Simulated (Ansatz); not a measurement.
Input file for Ansatz (an electronic-structure program): U-B3LYP/def2-TZVPP on Cl2Nb (SMILES [Cl][Nb][Cl]), 2S+1 = 2, a spin state set in the input, which need not be the lowest. Elements past Kr take the def2 small-core potentials; no spin–orbit coupling.

Ansatz 0.2 input:
```yaml
crystal:
  periodic: [false, false, false]
  atoms:
    - {symbol: Nb, position_ang: [0.27792380, 0.10722584, 0.04329085]}
    - {symbol: Cl, position_ang: [-0.31297333, 1.59579813, -1.60265088]}
    - {symbol: Cl, position_ang: [0.00188081, -1.65565237, 1.48904040]}
basis:
  gaussian:
    orbitals: def2-TZVPP
hamiltonian:
  xc: {name: B3LYP}
magnetization: {spin_polarized: true, initial_magnetization: 1}
```

Output:

```
WARN ansatz: RAYON_NUM_THREADS=4 ignored (pool sized by the plan → 4); use --threads N
Functional definition: B3LYP
integrals: 0.06 GiB planned
988 factors; their error is unknown
mean field: 0.75 GiB planned
mean field evaluation 1: about -26597.9424 eV, gradient 1.3e1 eV
mean field evaluation 2: about -26596.9377 eV, gradient 2.0e1 eV
mean field evaluation 4: about -26598.7444 eV, gradient 1.3e0 eV
mean field evaluation 8: about -26598.7494 eV, gradient 1.1e-1 eV
mean field evaluation 16: about -26599.3531 eV, gradient 1.1e-5 eV
mean field evaluation 32: about -26599.3526 eV, gradient 4.4e-2 eV
mean field evaluation 64: about -26599.3515 eV, gradient 2.9e-2 eV
mean field -26599.35305361 eV, -977.5081950311 hartree, gradient 6.9e-7 eV, S^2 1.700006; 5 other end points of the search recorded, 0 dependent functions left out
reference -26599.35328827 eV, -977.5082036549 hartree; 24, 23 occupied and 116, 117 virtual orbitals, 988 factors
Total energy: -26599.35328827 eV, -977.5082036549 hartree
```

The calculation finished and met its thresholds. Its determinant has ⟨S²⟩ = 1.70, a mixture of spin states.

Cost: roughly 60 core-seconds.
